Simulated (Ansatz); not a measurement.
Program: Ansatz 0.2.0.

C$_{2}$H$_{6}$FInO$_{2}$ (`C[O][In]([F])[O]C`) at its PBE0-D4/def2-TZVP geometry, where that method's forces vanish. Charge 0, multiplicity 1. In: def2 effective core potential.

```
atom   x (Å)   y (Å)   z (Å)
  C1   0.204   0.923   2.442
  O2  -0.091   0.126   1.316
 In3   0.278   0.746  -0.512
  F4   0.927   2.571  -0.664
  O5   0.024  -0.265  -2.169
  C6  -0.447  -1.595  -2.162
  H7  -0.057   1.979   2.306
  H8  -0.375   0.538   3.287
  H9   1.267   0.871   2.709
 H10  -0.501  -1.930  -3.202
 H11   0.220  -2.278  -1.624
 H12  -1.450  -1.686  -1.728
```

**Question.** For each bond, give half the difference of the two atoms' forces along it (eV/Å; positive pushes the atoms apart) under PBE-D4, r2SCAN-D4, B3LYP-D4, ωB97M-V in def2-TZVPP. (Estimate.)

**Answer.** The calculation gave: 
| bond | length (Å) | PBE-D4 | r2SCAN-D4 | B3LYP-D4 | ωB97M-V |
| --- | --- | --- | --- | --- | --- |
| C1–O2 | 1.411 | 0.24 | 0.27 | 0.28 | 0.33 |
| C1–H7 | 1.096 | 0.04 | -0.08 | -0.10 | -0.10 |
| C1–H8 | 1.094 | 0.12 | -0.03 | -0.11 | -0.13 |
| C1–H9 | 1.096 | 0.06 | -0.07 | -0.10 | -0.11 |
| O2–In3 | 1.965 | 0.19 | 0.04 | 0.07 | -0.12 |
| In3–F4 | 1.943 | 0.33 | 0.06 | 0.17 | 0.02 |
| In3–O5 | 1.958 | 0.15 | 0.02 | 0.03 | -0.11 |
| O5–C6 | 1.411 | 0.26 | 0.28 | 0.29 | 0.32 |
| C6–H10 | 1.094 | 0.13 | -0.03 | -0.11 | -0.14 |
| C6–H11 | 1.097 | 0.04 | -0.07 | -0.10 | -0.10 |
| C6–H12 | 1.097 | 0.04 | -0.07 | -0.10 | -0.10 |

B3LYP here is the variant with VWN-RPA as its local correlation; programs differ in this.
